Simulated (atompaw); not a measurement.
**PBE PAW (atompaw) dataset for Zn (Z = 30), scalar-relativistic all-electron reference.**

* Element: Zn (Z = 30)
* Generator: atompaw 4.2.0.5
* Type: PAW
* Functional: PBE
* Relativity: scalar-relativistic
* Frozen core: [Ar]
* Valence charge: 12
* Reference configuration: 3d10 4s2 4p0
* Partial waves: 4s (bound): rc 2.15 bohr; 4s channel at 0.4 Ry: rc 2.15 bohr; 4p (bound, empty): rc 3.00 bohr; 4p channel at 4.7 Ry: rc 3.00 bohr; 3d (bound): rc 0.85 bohr; 3d channel at -0.4 Ry: rc 0.85 bohr
* Local potential: vpsmatchnc scheme with l = 3 at 0 Ry, radius 2.15 bohr
* Core correction: smooth core density matched at 2.10 bohr
* Augmentation charge: sinc compensation charge, radius 2.85 bohr; PAW radius 3.00 bohr; waves and projectors: custom rrkj gramschmidtortho

All-electron outer shells of the reference configuration (PBE, scalar-relativistic, ld1.x):

```json
{"shell": "3s", "level (eV)": "-129.23", "outermost node (bohr)": "0.28", "outermost maximum (bohr)": "0.59"}
{"shell": "3p", "level (eV)": "-83.40", "outermost node (bohr)": "0.25", "outermost maximum (bohr)": "0.59"}
{"shell": "3d", "level (eV)": "-10.14", "outermost node (bohr)": "–", "outermost maximum (bohr)": "0.57"}
{"shell": "4s", "level (eV)": "-5.98", "outermost node (bohr)": "0.85", "outermost maximum (bohr)": "2.09"}
{"shell": "4p", "level (eV)": "-1.12", "outermost node (bohr)": "0.92", "outermost maximum (bohr)": "3.08"}
```

Task: Estimate the cutoffs (Ry, on a coarse ladder) from which the occupation-weighted sum of valence levels, in a spherical-Bessel basis at the reference potential, stays within 10 and 1 mRy of its value at 400 Ry.

Result: 230 Ry and over 300 Ry.

Task: What does a ghost test show?

Result: No extra level below or beside the all-electron valence levels (s, p, d, f tested).

Task: Is the overlap operator S = 1 + Σ q|β⟩⟨β| positive definite (Bessel basis up to 400 Ry)?

Result: Yes: its lowest eigenvalue is 0.32 (s channel).

Task: Which valence shell sets the plane-wave cutoff?

Result: 3d: its level needs 230 Ry to come within 1 mRy, against 6 Ry for 4s.
